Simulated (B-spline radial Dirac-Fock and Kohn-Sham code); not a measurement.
**Kohn-Sham estimates against Dirac-Fock for the levels of Os⁴⁺**

System: osmium as Os⁴⁺, configuration [Xe] 4f14 5d3 6s1 (an excited configuration).

The density-functional columns are spherical, spin-unpolarised Dirac-Kohn-Sham results without Breit or QED terms: −ε is minus the orbital energy of the initial state and ΔSCF the difference of two total energies. The reference in the last column comes from relaxed Dirac-Fock hole states (ΔSCF) with Breit and QED corrections and a finite nucleus. All numbers are from a radial B-spline solver, in eV; a selection of levels is shown. The Kohn-Sham columns are given as differences from the reference. For the 1s level of heavy atoms much of the gap between ΔSCF and the reference is the Breit and QED part, -381.9 eV here; for other levels the error of the functional can be larger.

```
     level  LDA −ε − DF  LDA ΔSCF − DF  Dirac-Fock
    K (1s)       -207.2         +370.1     73932.5
   L1 (2s)       -165.2          -57.6     13040.2
L2 (2p1/2)       -115.6          +22.8     12451.7
L3 (2p3/2)       -131.1          -13.1     10937.8
   M1 (3s)        -88.3          -55.9      3122.6
M2 (3p1/2)        -70.2          -35.3      2862.1
M3 (3p3/2)        -69.5          -37.9      2528.0
M4 (3d3/2)        -47.5           -9.7      2097.3
M5 (3d5/2)        -48.8          -12.3      2026.3
   N1 (4s)        -48.8          -32.8       728.1
N2 (4p1/2)        -40.8          -25.0       618.4
N3 (4p3/2)        -40.8          -25.6       539.8
N4 (4d3/2)        -28.3          -13.4       359.5
N5 (4d5/2)        -28.3          -13.6       345.0
N6 (4f5/2)        -11.2           +2.7       115.3
N7 (4f7/2)        -11.4           +2.4       112.6
O2 (5p1/2)         -8.8           +0.2       117.8
O3 (5p3/2)         -8.9           -0.3       104.9
 O4,5 (5d)         -5.6           +1.4       56.96
   P1 (6s)         -2.4           +2.3       45.33
```

Values without a named source are computed, but for edge energies of neutral atoms, which are taken from tables.
